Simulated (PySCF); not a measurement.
**Electronic absorption of C4H7F3OS**

C4H7F3OS.
Atom-mapped SMILES: `[CH3:1][CH2:2][S@:3](=[O:4])[CH2:5][C:6]([F:7])([F:8])[F:9]` (hydrogens: H10, H11, H12 on C1; H13, H14 on C2; H15, H16 on C5)

Cartesian coordinates in Å at the PBE0-D3(BJ)/def2-SVP level; atoms count from 1:
```xyz
16
C4H7F3OS angstrom
C     -2.5455    0.3182   -0.2459
C     -1.1682   -0.0306    0.2786
S      0.0437    0.1984   -1.0687
O     -0.3325   -0.7990   -2.1257
C      1.4949   -0.5535   -0.2162
C      2.2724    0.3935    0.6581
F      3.3105   -0.2245    1.2215
F      1.5140    0.8840    1.6507
F      2.7409    1.4313   -0.0339
H     -3.3084    0.1198    0.5209
H     -2.7745   -0.2904   -1.1326
H     -2.6130    1.3806   -0.5262
H     -0.8498    0.6023    1.1208
H     -1.1021   -1.0908    0.5715
H      1.1707   -1.4321    0.3591
H      2.1304   -0.8861   -1.0489
```

Computed with TDDFT CAM-B3LYP/def2-SVPD, vertical, gas phase, core orbitals frozen in the response in PySCF.

| state | E (eV) | E (hartree) | f | main configurations (H = HOMO, L = LUMO) |
| --- | --- | --- | --- | --- |
| S1 | 5.86 | 0.2152 | 0.023 | H→L (60%), H→L+2 (19%), H→L+5 (8%) |
| S2 | 6.09 | 0.2239 | 0.039 | H→L+2 (55%), H→L (18%), H→L+4 (13%) |
| S3 | 6.82 | 0.2505 | 0.0021 | H→L+1 (64%), H→L+5 (11%), H→L+4 (10%) |
| S4 | 6.99 | 0.2568 | 0.0034 | H-1→L+2 (43%), H-1→L (32%), H-1→L+5 (9%) |
| S5 | 7.20 | 0.2646 | 0.064 | H→L+3 (44%), H-1→L+2 (14%), H→L+1 (10%) |
| S6 | 7.33 | 0.2696 | 0.041 | H→L+3 (42%), H-1→L (13%), H-1→L+2 (10%) |

The lowest singlet lies at 5.86 eV (212 nm, ultraviolet) and is weak; its leading configuration is HOMO→LUMO (60%). The most intense listed level is S5 at 7.20 eV (172 nm, f = 0.064), 1.34 eV above S1. Löwdin shares by element: HOMO oxygen 53%, sulfur 30%, carbon 13% or more; LUMO sulfur 37%, carbon 27% or more (atoms not listed hold the other 36%). Of the 6 states listed, 4 reach f = 0.01 and none stays under 0.0005. The oscillator strengths of these states sum to 0.173; summed over the whole spectrum of an exact calculation they would give the number of electrons, 82 (Thomas–Reiche–Kuhn). Weighted by f, the mean energy of these states is 6.79 eV. No computed singlet lies in the visible range (380 to 750 nm); the lowest, at 212 nm, stands 2.59 eV above its violet end (3.26 eV). Singlets were solved by full linear response.

One conformer stands for the species.
